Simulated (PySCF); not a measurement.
H₂Cl₂GeO, SMILES [OH][GeH]([Cl])[Cl], PBE0/def2-SVP optimised geometry.

```
6

Ge    -0.78    -0.74     0.00
O     -1.37     0.91     0.00
Cl     1.37    -0.74     0.00
Cl    -1.39    -1.73    -1.80
H     -1.33    -1.43     1.24
H     -1.07     1.43    -0.75
```

Density from PySCF with PBE0/def2-TZVP at that geometry.

Minimum of the electron density along straight lines between bonded atoms, close to the bond critical point (lines longer than 1.1 times the sum of covalent radii, or with two minima, are not listed):

```
bond     length / Å  ρ at the minimum / e bohr⁻³  ∇²ρ there / e bohr⁻⁵  position (fraction from the first atom)
-------  ----------  ---------------------------  --------------------  ---------------------------------------
Ge1–O2        1.753                        0.153                  0.71                                     0.47
Ge1–Cl3       2.148                        0.107                  0.17                                     0.43
Ge1–Cl4       2.147                        0.107                  0.17                                     0.43
Ge1–H5        1.522                        0.142                  0.02                                     0.59
O2–H6         0.965                        0.353                 -2.40                                     0.81
```
